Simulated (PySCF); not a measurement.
Compound: C5H5F3Si.
Atom-mapped SMILES: `[CH2:1]=[CH:2][C:3]1([Si:4]([F:5])([F:6])[F:7])[CH:8]=[CH:9]1`

Geometry (GFN2-xTB, Å), atoms numbered from 1 in this order:
```xyz
14
C5H5F3Si angstrom
C      2.1849    0.3932   -0.4901
C      0.9587    0.0259   -0.8238
C     -0.1992   -0.0083    0.1089
Si    -1.8255   -0.6417   -0.5551
F     -2.9870   -0.5510    0.5251
F     -1.8282   -2.1620   -1.0187
F     -2.3920    0.1301   -1.8236
C     -0.2158    1.0188    1.2439
C      0.1055   -0.1777    1.5991
H      2.9877    0.4005   -1.2054
H      2.4335    0.7027    0.5119
H      0.7417   -0.2790   -1.8385
H     -0.3781    2.0494    1.4333
H      0.4131   -0.9014    2.3106
```

Definitions: NICS(0) = −σiso at the ring centroid; NICS(1) = −σiso and NICS(1)zz = −σzz at ±1 Å along the ring normal z. Level: GIAO PBE0/pcSseg-1 (PySCF, non-relativistic, gas phase) on the GFN2-xTB geometry, one conformer.

Ring bond lengths (Å), with Mayer bond orders in brackets: C3–C8 1.531 (0.91), C8–C9 1.289 (1.69), C9–C3 1.530 (0.91).

Question: Give the NICS values of each ring in ppm.

Answer: 
```csv
ring,type,NICS(0),"NICS(1), two faces","NICS(1)zz, two faces",rms pucker (Å),"centre to ring atoms, mean (Å)"
C3–C8–C9,"3-membered carbocycle; formal bonds 1 double, 2 single",-34.3,-7.9 / -7.4,-18.9 / -17.9,0.00,0.84
```

Question: What do they say, and how far can they be read as aromaticity?

Answer: 
- C3–C8–C9: mean NICS(1)zz -18.4 ppm, shielded. C3 has four or more neighbours; no verdict on aromaticity is drawn. NICS(0) lies 27 ppm below the mean NICS(1).

Question: What field does 9.4 T along the ring normal induce along that normal at the first NICS(1) probe listed for ring C3–C8–C9, 1 Å off the ring?

Answer: NICSzz × B0 = -18.9 ppm × 9.4 T = -178 μT, against the applied field.
